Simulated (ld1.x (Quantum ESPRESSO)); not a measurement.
**How hard is this Rh TM potential?**

Rh (Z = 45), norm-conserving Troullier–Martins (Kleinman–Bylander form), made with ld1.x (Quantum ESPRESSO) 7.5 (revPBE, scalar-relativistic). Core [Kr], reference 4d8 5s0.5 5p0 (charge +0.5). Waves: 5p (bound, empty): rc 2.85 bohr; 4d (bound): rc 2.05 bohr; 4f channel at 0.05 Ry: rc 2.45 bohr; 5s (bound): rc 2.30 bohr. Local part: the s channel. Core correction: a·sin(br)/r model core, default radius (core density twice the valence density).

The pseudo-atom Hamiltonian at the reference potential is diagonalised in spherical Bessel functions j_l(qr) that vanish at 20 bohr, with q² up to the cutoff. All-electron valence levels (Ry): 5p -0.2432, 4d -0.7001, 5s -0.5357.

Question: How do the lowest levels (Ry) of each channel move with the cutoff, and are there ghosts?

Answer:

| cutoff (Ry) | p #1 | p #2 | d #1 | d #2 | f #1 | s #1 | s #2 | Σ f·Δε (mRy) |
| --- | --- | --- | --- | --- | --- | --- | --- | --- |
| 8 | -0.2430 | -0.0397 | -0.0648 | 0.0227 | 0.0302 | -0.5320 | -0.1010 | 5084.4 |
| 10 | -0.2431 | -0.0397 | -0.0697 | 0.0180 | 0.0302 | -0.5323 | -0.1010 | 5044.8 |
| 15 | -0.2432 | -0.0397 | -0.1185 | -0.0087 | 0.0302 | -0.5346 | -0.1014 | 4653.3 |
| 18 | -0.2432 | -0.0397 | -0.2794 | -0.0298 | 0.0302 | -0.5355 | -0.1015 | 3365.3 |
| 25 | -0.2432 | -0.0397 | -0.5280 | -0.0375 | 0.0302 | -0.5356 | -0.1016 | 1376.9 |
| 30 | -0.2432 | -0.0397 | -0.6332 | -0.0391 | 0.0302 | -0.5356 | -0.1016 | 535.5 |
| 35 | -0.2432 | -0.0397 | -0.6796 | -0.0396 | 0.0302 | -0.5357 | -0.1016 | 163.6 |
| 45 | -0.2432 | -0.0397 | -0.6987 | -0.0399 | 0.0302 | -0.5357 | -0.1016 | 11.0 |
| 50 | -0.2432 | -0.0397 | -0.6999 | -0.0399 | 0.0302 | -0.5357 | -0.1016 | 1.6 |
| 60 | -0.2432 | -0.0397 | -0.7000 | -0.0399 | 0.0302 | -0.5357 | -0.1016 | 1.0 |
| 70 | -0.2432 | -0.0397 | -0.7000 | -0.0399 | 0.0302 | -0.5357 | -0.1016 | 0.6 |
| 400 | -0.2432 | -0.0397 | -0.7001 | -0.0399 | 0.0302 | -0.5357 | -0.1016 | 0.0 |

Result: no extra level below or beside the all-electron valence levels (p, d, f, s tested); 10 mRy is reached at 50 Ry and 1 mRy at 55 Ry.
